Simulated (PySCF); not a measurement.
Unknown: peak-picked proton spectrum

Formula C₅H₄F₄O₂. The spectrum was simulated from the full spin Hamiltonian at 300 MHz with 1.0 Hz Lorentzian lines, from shifts rounded to 0.01 ppm and J to 0.1 Hz, couplings under 1 Hz left out.

Maxima in ppm (height), grouped by integral:
4H: 5.316 (24), 5.312 (40), 5.307 (42), 5.301 (47), 5.296 (68), 5.292 (71), 5.288 (47), 5.273 (54), 5.258 (68), 5.251 (55), 5.243 (36), 5.236 (100), 5.230 (54), 5.224 (60), 5.220 (88), 5.215 (63), 5.210 (56), 5.205 (34), 5.060 (35), 5.045 (68), 5.037 (47), 5.030 (40), 5.022 (88), 5.012 (34), 5.006 (62), 4.997 (29), 4.993 (28), 4.981 (69), 4.978 (70), 4.966 (63), 4.963 (61), 4.942 (65), 4.936 (64), 4.925 (32), 4.919 (72), 4.913 (66), 4.911 (54), 4.905 (50), 4.894 (79), 4.890 (88), 4.883 (38), 4.879 (66), 4.875 (66), 4.869 (78), 4.863 (71), 4.846 (56), 4.839 (68), 4.832 (26), 4.815 (19), 4.809 (19)

Computational details: J couplings at B3LYP/pcJ-1 (spin–dipole term only in couplings to heteroatoms), coordinates at the PBE0-D3(BJ)/def2-SVP level, shielding tensors at PBE0/pcSseg-1 (GIAO), in PySCF (non-relativistic Hamiltonian, equivalent nuclei averaged, in vacuum, one conformer).

Shifts are taken against calculated references (same method and geometry level): $^{1}$H (σref 31.27) vs TMS.

Q: Analyse the multiplets.

A: $^{1}$H NMR (300 MHz, computed): δ 5.26 (m, 1H), 5.14 (m, 1H), 4.94 (m, 1H), 4.88 (m, 1H). These are first-order names from the parameters used; overlap and second-order distortion can hide them in the list.

Q: What is the compound?

A: SMILES C1O[C@@H](C(=O)C(F)(F)F)[C@@H]1F.

Atom-mapped SMILES (the numbers label the heavy atoms): `[O:1]=[C:2]([C@@H:3]1[O:4][CH2:5][C@H:6]1[F:7])[C:8]([F:9])([F:10])[F:11]` (H(Xn): hydrogen on atom n). Ha(C5) is cis to C2 on the ring; Hb(C5) is trans to C2 on the ring.

- δ 5.26: H(C3), hydrogen on an sp3 CH bonded to O, α to a carbonyl, coupled to F7 (24.4 Hz), H(C6) (4.6 Hz), Ha(C5) and Hb(C5) (1.6 Hz), F9/F10/F11 (1.3 Hz).
- δ 5.14: H(C6), hydrogen on an sp3 CH bonded to F, coupled to F7 (64.6 Hz), Ha(C5) (7.0 Hz), Hb(C5) and H(C3) (4.6 Hz).
- δ 4.94: Hb(C5), hydrogen on an sp3 CH2 bonded to O, coupled to F7 (26.4 Hz), Ha(C5) (9.2 Hz), H(C6) (4.7 Hz), H(C3) (1.3 Hz).
- δ 4.88: Ha(C5), hydrogen on an sp3 CH2 bonded to O, coupled to F7 (21.7 Hz), Hb(C5) (9.2 Hz), H(C6) (7.0 Hz), H(C3) (1.9 Hz).

The data come from this structure; uniqueness wasn't tested.

Multiplet labels drop couplings under 1 Hz and merge nearly equal ones. Unscaled 3J(H,H) at this level run about 10 % above measured values. Only one conformer was computed, so three-bond couplings in flexible chains and rings are approximate.
